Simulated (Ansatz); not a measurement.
AsH3O (`O[AsH2]`) at its PBE0-D4/def2-TZVP geometry, where that method's forces vanish. Total charge 0; spin multiplicity 1.

```xyz
5

O     0.9233   -0.5401   -0.3009
As   -0.4112    0.3280    0.5423
H     1.5940   -0.7513    0.3529
H    -0.5600    1.4352   -0.4993
H    -1.5460   -0.4718   -0.0950
```

Task: What forces (eV/Å) does B3LYP-D4/def2-TZVPP give on these atoms in Ansatz 0.2.0? (Estimate.)

Result: Ansatz gave: 
```
O1   0.263 -0.166 -0.140
As2 -0.256  0.177  0.217
H3   0.051 -0.030 -0.017
H4  -0.013  0.039 -0.036
H5  -0.045 -0.022 -0.023
```

B3LYP here is the variant with VWN-RPA as its local correlation; programs differ in this.
